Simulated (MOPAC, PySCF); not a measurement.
C3H5N, SMILES `C#CNC`, neutral singlet in the gas phase. 

Cartesian coordinates (Å):
SMILES: N(C#C)C
```xyz
9

C      2.1998     0.2182     0.0332
C      1.0853    -0.2338    -0.0102
N     -0.1637    -0.7125    -0.1116
C     -1.2739     0.2389    -0.0889
H      3.1877     0.6027     0.0638
H     -0.3288    -1.5588     0.4133
H     -2.2007    -0.2997    -0.2828
H     -1.1278     0.9710    -0.8819
H     -1.3589     0.7705     0.8650
```
Charge 0, spin multiplicity 1.

All levels are single points at this geometry (B3LYP-D3(BJ)/def2-TZVP); Pople sets use spherical d functions. Orbital energies aren't observables, and empty levels follow the basis.

HF/6-31G* in PySCF gives gap (eV) = 14.55.

Q: Estimate the gap (eV) from each of these levels: B3LYP-D3(BJ)/def2-TZVP in PySCF; PBE-D3(BJ)/def2-TZVP in PySCF; B3LYP/6-311+G** in PySCF; B3LYP/6-31G* in PySCF; BP86/6-31G* in PySCF; M06-2X/6-31G* in PySCF; SVWN5/6-31G* in PySCF; HF/STO-3G in PySCF; AM1 in MOPAC; PM3 in MOPAC; PM6 in MOPAC; PM7 in MOPAC.

A: 
```tsv
level	gap (eV)
B3LYP-D3(BJ)/def2-TZVP in PySCF	6.52
PBE-D3(BJ)/def2-TZVP in PySCF	4.95
B3LYP/6-311+G** in PySCF	5.88
B3LYP/6-31G* in PySCF	7.15
BP86/6-31G* in PySCF	5.34
M06-2X/6-31G* in PySCF	9.87
SVWN5/6-31G* in PySCF	5.23
HF/STO-3G in PySCF	17.78
AM1 in MOPAC	10.92
PM3 in MOPAC	10.36
PM6 in MOPAC	10.31
PM7 in MOPAC	10.38
```
